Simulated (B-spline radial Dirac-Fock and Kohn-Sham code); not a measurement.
## L-shell conversion coefficients of Bi against transition energy

Calculated with a radial B-spline solver, using a Dirac-Hartree-Slater potential of the neutral atom with a Latter tail (no hole, which puts coefficients of high multipoles low close above an edge), finite nucleus with surface currents. Subshells within 1 keV of threshold and pair formation are left out.

```
energy (keV)        E2        E3        E5       M2        M3        M4
          20     12200  1.39e+06  5.10e+08    34200  7.91e+06  6.11e+08
        31.9      1200     91700  5.25e+07     3790    383000  1.89e+07
        35.3       731     50900  2.83e+07     2370    201000  8.98e+06
        36.5       620     41900  2.30e+07     2030    163000  7.03e+06
        46.9       181      9770  4.50e+06      646     34200  1.15e+06
          50       133      6750  2.93e+06      484     23100    725000
        70.1      25.8       965    289000      108      3050     67500
        87.8      8.83       268     60200     40.9       830     14500
         100      4.79       128     24200     23.6       399      6090
         107      3.49      87.9     15100     17.8       274      3900
         115      2.50      58.7      9120     13.2       185      2440
         168     0.454      7.37       663     2.87      25.2       224
         200     0.214      2.92       203     1.46      10.6      78.8
         218     0.149      1.86       114     1.06      6.95      47.6
         229     0.122      1.45      82.4    0.878      5.49      35.9
         314    0.0351     0.302      10.8    0.279      1.29      6.26
         348    0.0240     0.186      5.70    0.195     0.823      3.65
         500   0.00710    0.0380     0.682   0.0580     0.185     0.610
         594   0.00424    0.0193     0.269   0.0336    0.0955     0.278
         780   0.00203   0.00732    0.0695   0.0146    0.0357    0.0872
         959   0.00123   0.00381    0.0276  0.00802    0.0177    0.0387
        1000   0.00112   0.00336    0.0231  0.00712    0.0155    0.0330
        1300  0.000627   0.00162   0.00826  0.00343   0.00677    0.0129
        1630  0.000393  0.000920   0.00376  0.00188   0.00347   0.00608
        1800  0.000322  0.000727   0.00274  0.00145   0.00261   0.00444
        2000  0.000262  0.000571   0.00198  0.00110   0.00195   0.00322
```

Q: How fast do they fall between 1630 and 2000 keV?

A: As powers of the energy: E2 E^-1.98, E3 E^-2.34, E5 E^-3.13, M2 E^-2.60, M3 E^-2.82, M4 E^-3.10. Within one type (E or M) the higher multipoles fall faster.
